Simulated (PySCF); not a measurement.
Isomers of C6H10ClN. Level of theory: PBE0-D3(BJ)/def2-SVP geometry optimisation, gas phase (PySCF 2.14.0). Energies are electronic, without zero-point or thermal terms, for one conformer each. No frequencies were run at this level. Point groups hold within 0.08 Å.

Question: Rank from lowest to highest electronic energy at this level (kJ/mol).
A. `[CH3:1][N:2]([CH3:3])/[CH:4]=[CH:5]/[CH:6]=[CH:7]/[Cl:8]` with C4–C5–C6–C7 180°
B. `[CH2:1]=[CH:2][CH2:3][N:4]([CH3:5])[C:6](=[CH2:7])[Cl:8]` with C1–C2–C3–N4 125°, C2–C3–N4–C5 -71°, C3–N4–C6–C7 -8°

Answer: A (0.0), B (40.1).

```
          SMILES      E (Eh)  E rel (kJ/mol)  dipole (D)  point group       A, B, C (MHz)
CN(C)/C=C/C=C/Cl  -748.72914             0.0        4.59           C1  7217, 479.0, 452.5
 C=CCN(C)C(=C)Cl  -748.71386            40.1        2.08           C1  3688, 931.7, 797.3
```
